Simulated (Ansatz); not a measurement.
Basis sets compared for MoOF4. Total charge 0; singlet. Geometry PBE-D4/def2-SVP. Ansatz on 4 threads of Arm Neoverse V2 on a shared host; times are rough, and most runs start from earlier orbitals.

```xyz
6

Mo    0.043    0.005   -0.005
O     1.685    0.195   -0.208
F    -0.283   -1.785   -0.361
F    -0.690    0.341   -1.674
F    -0.581    1.685    0.468
F    -0.173   -0.441    1.781
```

In the def2 sets Mo takes a core potential, while STO-3G treats all electrons; there is no spin–orbit coupling.

STO-3G and 6-31G are all-electron sets without relativity, so their totals don't compare with the def2 sets.

Binding counts from free atoms (Mo septet, O triplet, F doublet) in the same basis, without a counterpoise term.

```csv
level,functions,energy (Eh),HOMO (eV),LUMO (eV),binding per atom (eV),wall time
HF/STO-3G,52,-4402.1273,-10.99,3.02,2.18,0.3 s
HF/def2-TZVP,195,-540.4648,-16.57,-1.87,1.97,1.8 s
PBE-D4/def2-SVP,101,-542.2626,-9.95,-5.74,4.93,0.85 s
PBE-D4/def2-TZVP,195,-542.8621,-10.07,-5.83,4.77,1.5 s
r2SCAN-D4/def2-TZVP,195,-543.1088,-10.56,-5.97,4.47,3.3 s
PBE0-D4/def2-SVP,101,-542.1576,-11.97,-5.35,4.33,1.2 s
PBE0-D4/def2-TZVP,195,-542.7607,-11.96,-5.29,4.23,2.2 s
```

Problem. Estimate the rows for PBE-D4/def2-TZVPD, r2SCAN-D4/def2-TZVPD, PBE0-D4/def2-TZVPD.

Solution. 
| level | functions | energy (Eh) | HOMO (eV) | LUMO (eV) | binding per atom (eV) | wall time |
| --- | --- | --- | --- | --- | --- | --- |
| PBE-D4/def2-TZVPD | 240 | -542.8685 | -10.06 | -5.82 | 4.77 | 2.6 s |
| r2SCAN-D4/def2-TZVPD | 240 | -543.1160 | -10.51 | -5.91 | 4.49 | 4.9 s |
| PBE0-D4/def2-TZVPD | 240 | -542.7678 | -11.92 | -5.24 | 4.25 | 3.5 s |
